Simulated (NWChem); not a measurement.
C$_{2}$H$_{7}$BO; SMILES C(C)BO

```xyz
11

B     -0.6450     0.8915     0.0000
H     -1.6484     1.5730     0.0000
C     -0.7192    -0.6831     0.0000
C      0.6072    -1.4347     0.0000
H     -1.3382    -0.9753    -0.8694
H     -1.3382    -0.9753     0.8694
H      1.2146    -1.1948     0.8896
H      1.2146    -1.1948    -0.8896
H      0.4712    -2.5271     0.0000
O      0.5194     1.5776     0.0000
H      1.2910     0.9984     0.0000
```
Atoms are numbered in this order, from 1.

Program: NWChem. Pople sets run with spherical d functions. Coordinates come from a PBE0/def2-SVP optimisation. GIAO values for the isolated, static molecule; σ is the absolute isotropic shielding, δ = σ(reference) − σ with the isolated reference molecule computed at the same levels (11B: boron trifluoride, 13C: tetramethylsilane, 1H: tetramethylsilane, 17O: water).

For level BHandHLYP/pcSseg-1:

- δ H2 (ppm) = 5.08
- δ C3 (ppm) = 16.2
- δ H5 (ppm) = 0.91
- δ O10 (ppm) = 177.3

### Question
What are these values for level B3LYP/6-311G**?

### Answer
δ H2 (ppm): 5.35
δ C3 (ppm): 18.2
δ H5 (ppm): 1.03
δ O10 (ppm): 195.1
